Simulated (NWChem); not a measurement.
# Atomisation of CH7AlO2

```
O
H 1 0.9673
C 1 1.4404 2 112.22
H 3 1.0961 1 105.62 2 160.46
H 3 1.1003 4 108.97 1 118.48
H 3 1.1005 4 111.39 5 122.07
Al 1 2.0037 2 115.99 3 153.33
O 7 1.7439 1 95.08 2 -138.91
H 8 0.9611 7 122.29 1 -130.09
H 7 1.5972 8 116.32 9 -19.94
H 7 1.5984 10 119.29 8 -150.54
```
Charge 0, spin multiplicity 1.

Everything below was run with NWChem. All single points use one geometry, from B3LYP/def2-SVP, a minimum by its harmonic frequencies. It is one conformer; others weren't searched.

Basis set: def2-TZVP. The atomisation energy is electronic alone: no zero-point, thermal, spin-orbit or counterpoise terms. No value is extrapolated to the basis-set limit. Free atoms are single determinants with multiplicities Al 2, H 2, O 3, C 3. Correlated methods freeze the same cores in atoms and molecule, 8 orbitals in all.

The cost column gives rough processor time relative to B3LYP; each entry includes its own SCF. Costs are the molecule's.

B3LYP has NWChem's definition, with VWN1-RPA local correlation. The structure started from a generated list of species. No SCF solution was tested for a lower state. Open-shell Hartree-Fock references start from PBE0 orbitals; any time given for them includes that run.

```csv
method,atomisation energy (kcal/mol),relative cost
B3LYP,…,1
PBE0,…,under 3
LDA (SVWN5),1016.0,under 3
BP86,912.1,under 3
PBE,896.3,under 3
BLYP,883.8,under 3
r2SCAN,894.6,under 3
HF,650.1,under 3
MP2,874.8,under 3
```

**Question.** What belongs in the gaps?

**Answer.** 
- B3LYP, atomisation energy (kcal/mol): 887.8
- PBE0, atomisation energy (kcal/mol): 881.3
